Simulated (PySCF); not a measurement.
# Polarisability and C₆ of C (carbon, neutral)

[He] 2s2 2p2, high-spin 3P determinant. Computed with PySCF 2.14 in aug-cc-pVDZ, with no relativity, point nucleus. Coupled (time-dependent) response in atomic units; α is the mean over directions. A double-zeta set is small for polarisabilities.

| method | mean α (bohr³) | α xx, yy, zz | C₆ (like pair) | S(−4) |
| --- | --- | --- | --- | --- |
| UHF | 11.56 | 10.52, 12.09, 12.09 | 45.12 | 85.75 |
| PBE | 12.41 | 10.48, 13.38, 13.38 | 50.16 | 92.80 |
| PBE0 | 11.93 | 10.33, 12.73, 12.73 | 47.79 | 81.69 |
| wB97M-V | 12.07 | 10.37, 12.91, 12.91 | 48.27 | 84.01 |
| revPBE | 12.49 | 10.50, 13.49, 13.49 | 50.70 | 94.23 |

S(−4) is the Cauchy moment in α(ω) = α(0) + S(−4) ω² + …

Reference α: 11.3 ± 0.4 bohr³ (recommended; Schwerdtfeger and Nagle, table of static dipole polarizabilities (2023 update)). Published C₆: 46.60 (Chu and Dalgarno (2004); Tang, Norbeck and Certain (1976)).

α(iu) at UHF:

```json
{"u (hartree)": "0", "α(iu) (bohr³)": "11.56"}
{"u (hartree)": "0.0500", "α(iu) (bohr³)": "11.36"}
{"u (hartree)": "0.100", "α(iu) (bohr³)": "10.81"}
{"u (hartree)": "0.200", "α(iu) (bohr³)": "9.269"}
{"u (hartree)": "0.300", "α(iu) (bohr³)": "7.695"}
{"u (hartree)": "0.500", "α(iu) (bohr³)": "5.243"}
{"u (hartree)": "0.750", "α(iu) (bohr³)": "3.370"}
{"u (hartree)": "1.00", "α(iu) (bohr³)": "2.296"}
{"u (hartree)": "1.50", "α(iu) (bohr³)": "1.234"}
{"u (hartree)": "2.00", "α(iu) (bohr³)": "0.7610"}
{"u (hartree)": "3.00", "α(iu) (bohr³)": "0.3685"}
{"u (hartree)": "5.00", "α(iu) (bohr³)": "0.1415"}
```

A single London oscillator, α(iu) = α/(1 + u²/ω²), gives C₆ = (3/4) ω α². Matching the computed C₆ needs ω = 4 × 45.12 / (3 × 11.56²) = 0.450 hartree.

The components differ because the open shell of this determinant is not spherical; for a pure term their mean is the scalar polarisability.
